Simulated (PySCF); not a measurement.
## Computed NMR parameters against published values

Molfile (atoms numbered from 1):
```
C6H5NO
     RDKit          3D

 13 13  0  0  0  0  0  0  0  0999 V2000
    2.8696    0.9897   -0.8765 O   0  0  0  0  0  0  0  0  0  0  0  0
    2.1874   -0.0006   -0.8934 C   0  0  0  0  0  0  0  0  0  0  0  0
    0.8067   -0.0686   -0.3498 C   0  0  0  0  0  0  0  0  0  0  0  0
    0.2127    1.0473    0.2275 C   0  0  0  0  0  0  0  0  0  0  0  0
   -1.0745    0.9221    0.7168 C   0  0  0  0  0  0  0  0  0  0  0  0
   -1.7081   -0.3062    0.6074 C   0  0  0  0  0  0  0  0  0  0  0  0
   -1.0261   -1.3599    0.0119 C   0  0  0  0  0  0  0  0  0  0  0  0
    0.2075   -1.2530   -0.4602 N   0  0  0  0  0  0  0  0  0  0  0  0
    2.5401   -0.9591   -1.3220 H   0  0  0  0  0  0  0  0  0  0  0  0
    0.7697    1.9746    0.2784 H   0  0  0  0  0  0  0  0  0  0  0  0
   -1.5777    1.7651    1.1758 H   0  0  0  0  0  0  0  0  0  0  0  0
   -2.7163   -0.4513    0.9759 H   0  0  0  0  0  0  0  0  0  0  0  0
   -1.4978   -2.3333   -0.0875 H   0  0  0  0  0  0  0  0  0  0  0  0
  1  2  2  0
  2  3  1  0
  3  4  2  0
  4  5  1  0
  5  6  2  0
  6  7  1  0
  7  8  2  0
  8  3  1  0
  2  9  1  0
  4 10  1  0
  5 11  1  0
  6 12  1  0
  7 13  1  0
M  END
```

- GIAO B97-2/pcSseg-2 shieldings
- structure optimised with PBE0-D3(BJ)/def2-TZVP
- program: PySCF 2.14.0 with density-fitted response routines
- no relativistic terms, one conformer, no solvent

Reference values: estimated from measurements, as parent shift plus tabulated substituent increment (solution, not stated per compound (mostly CDCl3 or CCl4); Pretsch, Buehlmann, Badertscher, Structure Determination of Organic Compounds, 4th ed. (2009)).
```csv
atoms,quantity,reference,computed,"computed, scaled"
C3,δ $^{13}$C,152.8,160.7,153.0
C7,δ $^{13}$C,150.2,157.9,150.3
C5,δ $^{13}$C,137.1,143.0,136.0
C6,δ $^{13}$C,127.9,133.4,126.7
C4,δ $^{13}$C,121.7,127.9,121.4
H13,δ $^{1}$H,8.80,9.10,8.68
H10,δ $^{1}$H,7.98,8.36,7.99
H11,δ $^{1}$H,7.88,8.04,7.68
H12,δ $^{1}$H,7.56,7.60,7.27
```

Computed shifts are σ(ref) − σ with the named reference compound (TMS for H and C) calculated as an isolated molecule at the same level. The measured values may be among those fitted. Scaled to experiment by linear calibration (H and C: mostly CDCl3 data, vs TMS): $^{13}$C (scatter 2.0 ppm rms, 2.1 ppm with the 1 outlier that the fit left out); $^{1}$H (scatter 0.14 ppm rms, 0.16 ppm with the 4 outliers that the fit left out). A few per cent of atoms miss by over 2 rms, more outside the fitted compound classes.

**Question.** How far are the unscaled $^{13}$C shifts from the references?

**Answer.** Mean signed difference +6.64 ppm, mean absolute 6.64 ppm over 5 comparisons; the largest is +7.9 ppm at C3 (substituted aromatic carbon next to a ring nitrogen).

**Question.** How far are the unscaled $^{1}$H shifts from the references?

**Answer.** Mean signed difference +0.22 ppm, mean absolute 0.22 ppm over 4 comparisons; the largest is +0.38 ppm at H10 (hydrogen on an aromatic CH).
